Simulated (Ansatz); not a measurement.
The pair A = H2S (SMILES S) (first 3 atoms), B = GeH4 (SMILES [GeH4]); geometry from B3LYP-D3(BJ)/def2-TZVP.
(charge 0, multiplicity 1):
```xyz
8

S      0.26693     1.87327     0.68986
H     -1.06393     1.85931     0.86540
H      0.24615     0.72600    -0.00716
Ge    -0.17183    -0.71645     3.52609
H     -0.94405     0.55984     3.88675
H      1.33076    -0.41970     3.45266
H     -0.66345    -1.24777     2.17088
H     -0.43139    -1.78579     4.60205
```

Correlated levels freeze the cores. Filled d and f shells under p-block atoms count as core. MP2 and its Hartree–Fock in def2-QZVPPD are density fitted.

Programs: Ansatz (a first-principles code) with Gaussian orbitals. Values without a source in brackets are computed.

The counterpoise-corrected interaction energy is E(AB) − E(A in the pair's basis) − E(B in the pair's basis). Total energies (hartree):

```tsv
level	AB	A in the pair's basis	B in the pair's basis
HF/def2-TZVPPD	-2476.3869971	-398.7085379	-2077.6795681
MP2/def2-TZVPPD	-2476.7216304	-398.9011424	-2077.8189975
HF/def2-QZVPPD	-2476.4401286	-398.7195249	-2077.7217408
MP2/def2-QZVPPD	-2476.7982394	-398.9271047	-2077.8694305
CCSD(T)/def2-TZVPPD	-2476.7862263	-398.9336575	-2077.8512310
```

Task: Work out the counterpoise-corrected interaction energy at the basis-set limit: extrapolate the MP2 correlation part as X⁻³, take Hartree–Fock from the larger set, and add the CCSD(T) − MP2 difference of def2-TZVPPD.

Result: 
1. Differences (1 hartree = 627.509 kcal/mol): HF/def2-TZVPPD 0.696; MP2/def2-TZVPPD -0.935; HF/def2-QZVPPD 0.714; MP2/def2-QZVPPD -1.069; CCSD(T)/def2-TZVPPD -0.839.
2. Correlation parts, MP2 less HF: -1.631 in def2-TZVPPD (X = 3), -1.783 in def2-QZVPPD (X = 4).
3. Limit (4³·(-1.783) − 3³·(-1.631))/(4³ − 3³) = -1.894; with HF/def2-QZVPPD it gives -1.180.
4. CCSD(T) less MP2 in def2-TZVPPD: 0.096.
Result: -1.08 kcal/mol, against -0.94 at MP2/def2-TZVPPD. It is an estimate of this method's limit, not of the exact value.
